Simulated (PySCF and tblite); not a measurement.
The numbers below are computed, except where a source is named.
System: C6H10N2, numbered as in [CH3:1][CH2:2][CH2:3][c:4]1[cH:5][n:6][nH:7][cH:8]1.

The path came from a restrained scan, a climbing-image band and a saddle search at GFN2-xTB; energies are PBE0/pcSseg-1 + D3(BJ)//PBE0-D3(BJ)/def2-SVP, thermal terms GFN2-xTB. Rates follow Eyring's equation with the number of equivalent paths and no tunnelling. (PySCF 2.14 with density fitting, tblite 0.8.)

Tunnelling of the moving H, left out here, will speed the real process. In real samples such hydrogens mostly exchange between molecules or through solvent, far faster than by this path.

Q: Estimate the barrier and the room-temperature rate of the shift of H on N7 from N7 to N6.

A: The electronic barrier is 50.1 kcal/mol and ΔG‡(298 K) 46.1 kcal/mol, over a C1 saddle with an imaginary mode of 1574i cm⁻¹ (GFN2-xTB). With 1 equivalent path, k is 1.1×10⁻²¹ s⁻¹. The end lies 0.2 kcal/mol above the start in free energy.
